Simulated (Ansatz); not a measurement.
Relaxation of Ag₇Se⁺ with RKS PBE0-D4/def2-SVP.

```sh
$ ansatz run in.yaml --threads 4 --pin off --events-out ev --progress --plain --max-ram 4787MiB
```

```yaml
crystal:
  periodic: [false, false, false]
  atoms:
    - {symbol: Ag, position_ang: [1.392450, 1.683280, -1.488830]}
    - {symbol: Ag, position_ang: [-1.096440, 0.862890, -0.426020]}
    - {symbol: Ag, position_ang: [-1.301130, -1.579020, 0.986780]}
    - {symbol: Ag, position_ang: [0.772750, 2.116740, 1.235450]}
    - {symbol: Ag, position_ang: [1.294920, -0.503580, 0.329160]}
    - {symbol: Ag, position_ang: [-1.533180, 0.873800, 2.326310]}
    - {symbol: Ag, position_ang: [0.209360, -0.831170, -2.328110]}
    - {symbol: Se, position_ang: [0.261270, -2.622940, -0.634740]}
basis:
  gaussian: {orbitals: def2-SVP}
total_charge: 1
hamiltonian: {xc: pbe0, dispersion: d4}
scf: {lower_state_search: "off"}
output: {orbitals: {seedname: orbitals}}
relax: {f_tol: 0.02, max_steps: 100}
```

Run time 5.5 min (4 threads of Arm Neoverse V1 on a shared host), peak host memory 1.4 GiB.

Positions (Å) and forces (eV/Å) at steps 1, 2, 4, 5, 6, 7, 8, 9, 10, 13, 14, 15 of 15:

```xyz
8
step=1 energy=-93326.3555 eV
Ag    1.392    1.683   -1.489    0.090    0.119   -0.013
Ag   -1.096    0.863   -0.426    0.158    0.012    0.251
Ag   -1.301   -1.579    0.987   -0.261    0.111    0.209
Ag    0.773    2.117    1.235   -0.144   -0.009   -0.097
Ag    1.295   -0.504    0.329    0.133    0.199   -0.001
Ag   -1.533    0.874    2.326   -0.041    0.006    0.012
Ag    0.209   -0.831   -2.328    0.003    0.190   -0.371
Se    0.261   -2.623   -0.635    0.062   -0.629    0.009
8
step=2 energy=-93326.4046 eV
Ag    1.426    1.723   -1.502   -0.001    0.014    0.042
Ag   -1.043    0.844   -0.370   -0.026   -0.071   -0.006
Ag   -1.341   -1.585    1.022    0.048    0.020   -0.032
Ag    0.733    2.135    1.218    0.007    0.036    0.019
Ag    1.320   -0.493    0.288    0.025   -0.098   -0.093
Ag   -1.562    0.881    2.360   -0.021    0.006   -0.015
Ag    0.231   -0.839   -2.380    0.002   -0.013    0.030
Se    0.238   -2.665   -0.636   -0.035    0.107    0.055
8
step=4 energy=-93326.4356 eV
Ag    1.425    1.780   -1.449   -0.006   -0.011    0.028
Ag   -1.012    0.728   -0.360    0.023    0.022   -0.014
Ag   -1.226   -1.531    1.184    0.027    0.044    0.028
Ag    0.707    2.030    1.271   -0.062   -0.072    0.019
Ag    1.490   -0.561    0.124    0.001    0.029   -0.018
Ag   -1.758    1.000    2.317    0.055   -0.032   -0.071
Ag    0.233   -0.824   -2.439   -0.018   -0.022    0.013
Se    0.141   -2.622   -0.649   -0.020    0.042    0.015
8
step=5 energy=-93326.4461 eV
Ag    1.426    1.822   -1.403   -0.009   -0.024    0.030
Ag   -0.990    0.657   -0.376   -0.002    0.033   -0.032
Ag   -1.107   -1.470    1.321    0.015    0.061    0.016
Ag    0.680    1.906    1.326   -0.083   -0.079    0.026
Ag    1.600   -0.597    0.006   -0.044    0.021    0.011
Ag   -1.894    1.077    2.253    0.128   -0.064   -0.075
Ag    0.218   -0.815   -2.478   -0.010   -0.034   -0.015
Se    0.066   -2.580   -0.649    0.004    0.086    0.039
8
step=6 energy=-93326.4565 eV
Ag    1.420    1.832   -1.384    0.001   -0.016    0.026
Ag   -0.994    0.628   -0.404   -0.013   -0.002   -0.037
Ag   -1.040   -1.431    1.386    0.008    0.061   -0.006
Ag    0.659    1.840    1.347   -0.056   -0.048    0.015
Ag    1.611   -0.598   -0.012   -0.026   -0.003   -0.013
Ag   -1.914    1.092    2.228    0.079   -0.042   -0.026
Ag    0.236   -0.817   -2.509   -0.004   -0.011    0.002
Se    0.021   -2.546   -0.651    0.011    0.060    0.039
8
step=7 energy=-93326.4718 eV
Ag    1.416    1.856   -1.334   -0.008   -0.007    0.025
Ag   -1.020    0.578   -0.471    0.015   -0.043   -0.008
Ag   -0.920   -1.321    1.489    0.050    0.015   -0.058
Ag    0.605    1.682    1.388    0.034   -0.015   -0.023
Ag    1.671   -0.613   -0.083   -0.050   -0.030   -0.014
Ag   -1.963    1.129    2.199   -0.049    0.002    0.028
Ag    0.259   -0.823   -2.554    0.005   -0.016    0.015
Se   -0.048   -2.488   -0.635    0.003    0.095    0.035
8
step=8 energy=-93326.4818 eV
Ag    1.409    1.866   -1.288    0.006    0.012    0.007
Ag   -1.029    0.517   -0.516   -0.040   -0.049   -0.022
Ag   -0.776   -1.215    1.572   -0.034    0.003    0.017
Ag    0.571    1.553    1.414    0.012    0.058    0.019
Ag    1.697   -0.632   -0.130    0.034   -0.024   -0.027
Ag   -2.036    1.160    2.183    0.027   -0.025   -0.003
Ag    0.287   -0.830   -2.603    0.019    0.002    0.014
Se   -0.123   -2.419   -0.631   -0.025    0.023   -0.006
8
step=9 energy=-93326.4853 eV
Ag    1.398    1.874   -1.268    0.007   -0.012   -0.002
Ag   -1.038    0.443   -0.532    0.014   -0.027    0.060
Ag   -0.753   -1.196    1.639    0.010    0.023   -0.007
Ag    0.558    1.544    1.415   -0.013    0.000   -0.058
Ag    1.733   -0.652   -0.171   -0.018    0.032    0.065
Ag   -2.044    1.162    2.180    0.009    0.016    0.011
Ag    0.340   -0.825   -2.631    0.007    0.040   -0.025
Se   -0.194   -2.350   -0.632   -0.017   -0.072   -0.044
8
step=10 energy=-93326.4910 eV
Ag    1.403    1.858   -1.277    0.011   -0.025   -0.030
Ag   -1.044    0.395   -0.523   -0.016    0.028   -0.001
Ag   -0.730   -1.197    1.655    0.028   -0.058   -0.010
Ag    0.544    1.592    1.384    0.003   -0.025   -0.037
Ag    1.705   -0.658   -0.129   -0.031   -0.010    0.008
Ag   -2.021    1.152    2.201   -0.033    0.026    0.022
Ag    0.384   -0.796   -2.642    0.010    0.018    0.041
Se   -0.240   -2.346   -0.669    0.028    0.048    0.008
8
step=13 energy=-93326.4962 eV rejected
Ag    1.428    1.812   -1.325   -0.009   -0.001    0.014
Ag   -1.103    0.370   -0.503   -0.007    0.014    0.008
Ag   -0.698   -1.221    1.673   -0.006   -0.001   -0.026
Ag    0.536    1.597    1.335   -0.003    0.003   -0.015
Ag    1.703   -0.676   -0.087   -0.006   -0.010   -0.012
Ag   -2.021    1.149    2.192    0.006   -0.005    0.018
Ag    0.413   -0.707   -2.600    0.025   -0.008   -0.020
Se   -0.258   -2.326   -0.685    0.000    0.008    0.033
8
step=14 energy=-93326.4962 eV rejected
Ag    1.420    1.810   -1.327   -0.001    0.007   -0.011
Ag   -1.099    0.383   -0.517    0.003   -0.004    0.007
Ag   -0.711   -1.222    1.651   -0.017    0.026    0.043
Ag    0.528    1.608    1.330   -0.007   -0.010    0.003
Ag    1.697   -0.675   -0.083   -0.007   -0.010   -0.008
Ag   -2.008    1.144    2.228    0.012   -0.007   -0.011
Ag    0.434   -0.717   -2.608   -0.011   -0.029    0.051
Se   -0.260   -2.332   -0.674    0.029    0.027   -0.075
8
step=15 energy=-93326.4970 eV
Ag    1.418    1.813   -1.328   -0.002    0.000    0.003
Ag   -1.101    0.380   -0.515    0.000    0.000   -0.005
Ag   -0.715   -1.217    1.657    0.004   -0.008    0.002
Ag    0.528    1.605    1.329    0.007   -0.001   -0.002
Ag    1.696   -0.675   -0.083    0.004    0.000    0.003
Ag   -2.006    1.145    2.230   -0.007    0.003   -0.002
Ag    0.437   -0.723   -2.604   -0.004    0.004   -0.003
Se   -0.258   -2.327   -0.685   -0.001    0.001    0.006
```

In the def2 sets Ag takes a core potential; there is no spin–orbit coupling. The relaxation made no stability test and no search for a lower SCF solution. No other spin state of charge 1 was run. Another isomer (singlet) lies 0.18 eV lower at PBE0-D4/def2-TZVP; other spin states weren't run for this one.
